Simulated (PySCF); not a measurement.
Computed shifts of a molecule C8H6N2S, PBE/pcSseg-1 (PySCF), GIAO, gas phase, equivalent atoms averaged, in ppm (number of nuclei): ¹³C: 164.5 (1), 158.2 (1), 156.8 (1), 147.8 (1), 135.2 (1), 134.2 (1), 133.3 (1), 128.9 (1). ¹⁵N: 341.0 (1), 339.2 (1). ¹H: 9.53 (1), 9.26 (1), 9.17 (1), 7.77 (1), 7.50 (1), 7.48 (1). References: ¹³C against TMS (σ = 182.0 ppm); ³³S against H2S (σ = 706.5 ppm); ¹⁵N against NH3 (σ = 267.0 ppm); ¹H against TMS (σ = 31.49 ppm), references at their B3LYP-D3(BJ)/def2-TZVP geometries, non-relativistic. Geometry: r2SCAN-D4/def2-SVP. One conformer was computed; it need not be the lowest.

**Question.** Which structure fits?
A) C=Cc1cccc2nsnc12
B) c1cnc(-c2cccs2)nc1
C) c1csc(-c2cncnc2)c1
D) c1ccc(-c2nccs2)nc1

**Answer.** C, c1csc(-c2cncnc2)c1
